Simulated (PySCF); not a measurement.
PySCF input for disulfane cation (H2S2), SMILES SS (connectivity only; charge and spin as stated), charge +1, multiplicity 2, PBE0-D3(BJ)/def2-TZVP. Geometry: PBE0-D3(BJ)/def2-TZVP. The spin state was assumed, not searched.

```python
import numpy as np
from pyscf import gto, scf, dft, df
from pyscf.hessian import thermo

mol = gto.M(
    atom='''
    S     0.09495095   -0.98769697    0.00000000
    S    -0.09495095    0.98769697    0.00000000
    H    -1.24240342   -1.20775931    0.00000000
    H     1.24240342    1.20775931    0.00000000
    ''',
    basis='def2-TZVP',
    charge=1,
    spin=1,
    max_memory=1600,
    verbose=3,
)
mf = dft.UKS(mol, xc='pbe0').density_fit(auxbasis='def2-universal-jkfit')
mf.disp = 'd3bj'
mf.grids.level = 3
mf.conv_tol = 1e-11
mf.max_cycle = 100
mf.kernel()
fine, coarse = mf.grids, dft.Grids(mol).set(level=1).build(with_non0tab=True)
for _ in range(3):  # follow internal instabilities
    mf.grids = coarse
    mo, _, stable, _ = mf.stability(return_status=True, nroots=4)
    mf.grids = fine
    if stable:
        break
    mf.kernel(mf.make_rdm1(mo, mf.mo_occ))

# [left out here: the lines that compute and print the analytic Hessian (its translational invariance restored by hand, since the grid's response is missing), thermochemistry and intensities]
```

Program output:

```

WARN: HOMO -0.234366484996585 >= LUMO -0.234366484996581

converged SCF energy = -797.008137980903  <S^2> = 0.7566891  2S+1 = 2.006678
<class 'pyscf.df.df_jk.DFUKS'> wavefunction is stable in the internal stability analysis

WARN: DFTD3 does not support analytical Hessian, using finite difference


WARN: Mole.unit (angstrom) is changed to Bohr

Mode                                 0                   1                   2
Irrep
Freq [cm^-1]                      513.2807            623.1973            790.1155
Reduced mass [au]                   1.0387             21.4726              1.0387
Force const [Dyne/A]                0.1612              4.9134              0.3820
Char temp [K]                     738.4966            896.6421           1136.8003
Normal mode                   x     y     z       x     y     z       x     y     z
       0   S                 0.00  0.00  0.02   -0.01  0.12 -0.00   -0.00  0.02  0.00
       1   S                -0.00 -0.00  0.02    0.01 -0.12 -0.00   -0.00  0.02  0.00
       2   H                 0.00  0.00 -0.69   -0.00  0.09  0.00    0.11 -0.68 -0.00
       3   H                 0.00 -0.00 -0.69    0.00 -0.09  0.00    0.11 -0.68 -0.00
Mode                                 3                   4                   5
Irrep
Freq [cm^-1]                     1058.9524           2632.6168           2637.7722
Reduced mass [au]                   1.0836              1.0397              1.0387
Force const [Dyne/A]                0.7159              4.2456              4.2580
Char temp [K]                    1523.5967           3787.7494           3795.1670
Normal mode                   x     y     z       x     y     z       x     y     z
       0   S                 0.03 -0.01 -0.00    0.02  0.00  0.00   -0.02 -0.00 -0.00
       1   S                -0.03  0.01 -0.00   -0.02 -0.00  0.00   -0.02 -0.00 -0.00
       2   H                -0.07  0.67  0.00   -0.69 -0.10 -0.00    0.68  0.11  0.00
       3   H                 0.07 -0.67  0.00    0.69  0.10 -0.00    0.68  0.11  0.00
temperature 298.1500 [K]
pressure 101325.00 [Pa]
Rotational constants [GHz] 142.53047 7.69963 7.30500
Symmetry number 2
Zero-point energy (ZPE) 0.01881 [Eh]   49381.457 [J/mol]
                           tot       elec      trans        rot        vib
Entropy [J/mol/K]       255.365      5.763    161.024     83.029      5.550
Cv [J/mol/K]             38.289      0.000     12.472     12.472     13.346
Cp [J/mol/K]             46.603      0.000     20.786     12.472     13.346
Internal energy [J/mol]                      3718.434   3718.434  50622.708
Internal energy [Eh]   -796.98602  -797.00814
Enthalpy [J/mol]                             6197.391   3718.434  50622.708
Enthalpy [Eh]          -796.98508
Gibbs free energy [J/mol]                  -41811.787 -21036.513  48967.924
Gibbs free energy [Eh] -797.01408
mode   freq/cm-1   IR/(km/mol)
   1      513.28        48.793
   2      623.20         0.000
   3      790.12        25.016
   4     1058.95         0.000
   5     2632.62         0.000
   6     2637.77       132.134
max |gradient| / (hartree/bohr): 8.97044104611142e-06
APT charges: [0.3243 0.3243 0.1757 0.1757]
```

Self-consistency was reached.
